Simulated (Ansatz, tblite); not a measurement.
Cost and result up the ladder for `Sc1ccc(-c2ccc(-c3ccc(-c4ccc(S)cc4)cc3)cc2)cc1` (44 atoms). Charge 0, multiplicity 1. Geometry: PBE-D4/def2-SVP.

Cartesian coordinates in Å:
```
S -2.4699 2.2823 9.1138
C -2.0625 1.9043 7.4298
C -2.5650 2.6270 6.3284
C -2.2011 2.2735 5.0254
C -1.3245 1.1960 4.7663
C -0.9409 0.8306 3.3841
C -1.8399 0.9896 2.3044
C -1.4770 0.6465 0.9993
C -0.1952 0.1278 0.7046
C 0.1901 -0.2321 -0.6788
C 1.5189 -0.0769 -1.1361
C 1.8817 -0.4126 -2.4432
C 0.9354 -0.9231 -3.3615
C 1.3189 -1.2767 -4.7469
C 2.3228 -0.5613 -5.4375
C 2.6882 -0.8879 -6.7471
C 2.0568 -1.9550 -7.4183
S 2.4535 -2.4359 -9.0782
C 1.0540 -2.6819 -6.7418
C 0.6948 -2.3428 -5.4347
C -0.3929 -1.0803 -2.9032
C -0.7562 -0.7429 -1.5967
C 0.7039 -0.0318 1.7840
C 0.3401 0.3094 3.0895
C -0.8284 0.4829 5.8818
C -1.1873 0.8238 7.1884
H -3.3070 3.3196 8.8371
H -3.2393 3.4817 6.4909
H -2.5872 2.8716 4.1865
H -2.8531 1.3741 2.4958
H -2.1988 0.8012 0.1831
H 2.2806 0.3339 -0.4563
H 2.9300 -0.2934 -2.7562
H 2.8126 0.2939 -4.9484
H 3.4658 -0.2987 -7.2569
H 3.4319 -1.5096 -9.2731
H 0.5578 -3.5276 -7.2420
H -0.0728 -2.9419 -4.9225
H -1.1626 -1.4578 -3.5932
H -1.7968 -0.8951 -1.2726
H 1.7048 -0.4494 1.5974
H 1.0743 0.1871 3.9002
H -0.1661 -0.3809 5.7212
H -0.7927 0.2386 8.0331
```

Ansatz on 2 threads of AMD EPYC 7R13 on a shared host and a share (18 GiB) of an NVIDIA H100 80GB HBM3; xTB runs through tblite on one thread. Times are rough, summed over both states, and most runs start from the orbitals of an earlier one. PBE0-D4/def2-TZVP serves as the yardstick here, not as an exact answer. The other state is a triplet.

The xTB rows come from tblite. Single mean-field runs in def2-TZVP are fitted with def2-universal-jkfit.

xTB has no spin-polarisation term.

```tsv
level	functions	wall time	vertical triplet (eV)	difference from PBE0-D4/def2-TZVP (eV)
GFN2-xTB	132	0.21 s	2.66	-0.35
GFN1-xTB	150	0.23 s	2.64	-0.37
PBE-D4/def2-TZVP	926	30 s	2.57	-0.44
PBE0-D4/def2-TZVP	926	54 s	3.01	0.00
```
